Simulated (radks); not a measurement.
The numbers below are computed, except where a source is named.
Question: Cd2+, 46 electrons, occupied as [Kr] 4d10. Level of theory: Dirac Kohn-Sham, PBE, spin-unpolarised, spherical densities, finite nucleus; Fermi nuclear charge, rms radius 4.6087 fm (a radial shooting solver on a logarithmic mesh with Libxc functionals).

Spin-orbit splittings of the eigenvalues, e(l+1/2) - e(l-1/2), with zeta = 2 splitting/(2l+1) and mean radii in bohr:

| shell | occ. | splitting (eV) | zeta (eV) | <r> j=l-1/2 | <r> j=l+1/2 |
|---|---|---|---|---|---|
| 2p | 6 | 192.5 | 128.3 | 0.1112 | 0.1164 |
| 3p | 6 | 34.37 | 22.91 | 0.3494 | 0.3604 |
| 3d | 10 | 6.984 | 2.793 | 0.3327 | 0.3362 |
| 4p | 6 | 5.814 | 3.876 | 0.9393 | 0.9700 |
| 4d | 10 | ? | ? | 1.242 | 1.259 |

Estimate the 4d splitting.

Answer: 0.7169 eV (zeta = 0.2868 eV).
